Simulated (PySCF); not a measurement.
**Dipole moment and polarisability of `CB(C)[N]([SiH3])[GeH3]`**

Species: C₂H₁₂BGeNSi.
Structure used (PBE0-D3(BJ)/def2-SVP), in Å, numbered top down from 1:
```
atom  x, y, z in Å
C1    -1.0623   -1.2466   -0.3963
B2    -0.4385    0.1724   -0.0645
C3    -1.4258    1.4099    0.0237
N4     0.9673    0.3374    0.1522
Si5    1.6245    1.9406    0.4785
Ge6    2.0848   -1.1577    0.0957
H7    -1.9612   -1.1527   -1.0256
H8    -0.3848   -1.9671   -0.8807
H9    -1.3987   -1.7107    0.5493
H10   -2.3982    1.1085    0.4449
H11   -1.0665    2.2811    0.5935
H12   -1.6359    1.7611   -1.0032
H13    3.1144    1.8389    0.4859
H14    1.2233    2.9185   -0.5764
H15    1.1839    2.4698    1.8056
H16    3.4754   -0.7059    0.5708
H17    2.1701   -1.7008   -1.3422
H18    1.5316   -2.2416    1.0358
```

Level: CAM-B3LYP/def2-SVPD (PySCF), static field, nuclei fixed, core orbitals frozen in the response. The polarisability tensor in these axes (au):

```
x   113.07  -1.04   3.73
y    -1.04 109.48   3.37
z     3.73   3.37  85.83
```

Problem. Give the principal values, the mean and the anisotropy Δα = √{½[(α1 − α2)² + (α2 − α3)² + (α1 − α3)²]}.

Solution. Principal values 84.84, 109.88 and 113.66 au; mean 102.79 au = 15.23 Å³ = 16.95 × 10⁻⁴⁰ C²·m²/J; Δα = 27.13 au (26 % of the mean).

Problem. What is the dipole moment, and where does it point?

Solution. (0.13, -0.51, -0.04) D, 0.52 D in size, pointing from the negative to the positive side. Measured along this direction, the outermost atoms are H11 and H14 at the negative end and H18 at the positive end.

Problem. Rayleigh depolarisation ratio (linearly polarised light, static tensor)?

Solution. ρ = 3Δα²/(45ᾱ² + 4Δα²) = 2208.3/(475487 + 2944.5) = 0.00462.

Problem. In TDDFT the mean static polarisability is Σ f/ω² over all singlet excitations (ω in hartree). How much of it do the 10 lowest give? Their energies (eV) and oscillator strengths: 6.83, 0.0005; 6.98, 0.0287; 7.15, 0.0797; 7.25, 0.0601; 7.66, 0.0326; 7.94, 0.0053; 8.09, 0.0728; 8.17, 0.0024; 8.30, 0.0498; 8.39, 0.0233.

Solution. They add up to 4.55 au, 4.4 % of the 102.79 au; the largest single term is 1.15 au, from the state at 7.15 eV. Terms in order: 0.01, 0.44, 1.15, 0.85, 0.41, 0.06, 0.82, 0.03, 0.54, 0.24 au. Higher excitations give the rest. The strengths listed sum to 0.355.

Problem. How large is μ²/3kT at 273 K beside α?

Solution. In Gaussian units μ²/3kT = 2.43 Å³ against 15.23 Å³, a ratio of 0.16; the Debye molar polarisation (4π/3)N_A(α + μ²/3kT) is 44.6 cm³/mol, leaving out the vibrational part.

Problem. Along which axes do the principal values lie, and how far do the nuclei extend along each?

Solution. Largest value along (0.98, -0.15, 0.11), where the nuclei span 6.06 Å; middle along (0.13, 0.98, 0.16), 5.04 Å; least along (-0.13, -0.14, 0.98), 2.64 Å. The response follows the extents in order.

Problem. What would n − 1 = 2πNα be for an ideal gas of these molecules at 298.15 K and 1 atm, electronic part alone?

Solution. N = p/kT = 2.4615 × 10¹⁹ cm⁻³, so n − 1 = 2π × N × 15.23 × 10⁻²⁴ cm³ = 2356 × 10⁻⁶ at long wavelengths, for an ideal gas.

Geometry: PBE0-D3(BJ)/def2-SVP; no solvent, vibrations or thermal averaging. The calculation is non-relativistic, for germanium too.

These values come from a run that also computed excited states and ΔSCF ions. On one thread, Arm Neoverse V1 (aarch64) (shared host), this took 3.7 min of wall time (with the writing of density and orbital grids) and 1.5 GiB of memory at its peak.
